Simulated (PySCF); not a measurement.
PBE on Rh⁻ (rhodium, charge -1), [Kr] 4d8 5s2, high-spin 3F determinant. All numbers are calculated (PySCF 2.14, a scalar-relativistic core potential, in def2-QZVPPD with the def2 core potential (28 electrons) (7s5p4d4f2g, 88 functions)).

```
cycle= 1 E= -110.537815867885  delta_E= -0.0156  |g|= 0.127  |ddm|= 0.76
cycle= 2 E= -110.522450668105  delta_E= 0.0154  |g|= 0.241  |ddm|= 0.319
cycle= 3 E= -110.543008229511  delta_E= -0.0206  |g|= 0.00687  |ddm|= 0.251
cycle= 4 E= -110.543033058888  delta_E= -2.48e-05  |g|= 0.00198  |ddm|= 0.0236
cycle= 5 E= -110.543035246403  delta_E= -2.19e-06  |g|= 2.56e-05  |ddm|= 0.00453
cycle= 6 E= -110.543035246971  delta_E= -5.68e-10  |g|= 8.99e-07  |ddm|= 8.85e-05
converged SCF energy = -110.543035246971  <S^2> = 2.0071042  2S+1 = 3.0047324
```

Highest occupied orbital energy: 1.313 eV; ⟨L²⟩ = 12.02; populations by l: s 4.00, p 6.00, d 8.00, f 0.00.

Problem. Can this result be used?

Solution. With care. The run converged. Energies and moments cover only the electrons outside the core potential. At PBE the highest occupied level has a positive energy, so only the finite basis holds that electron; in a semilocal or global hybrid functional this comes from self-interaction and does not mean that the real anion is unbound.
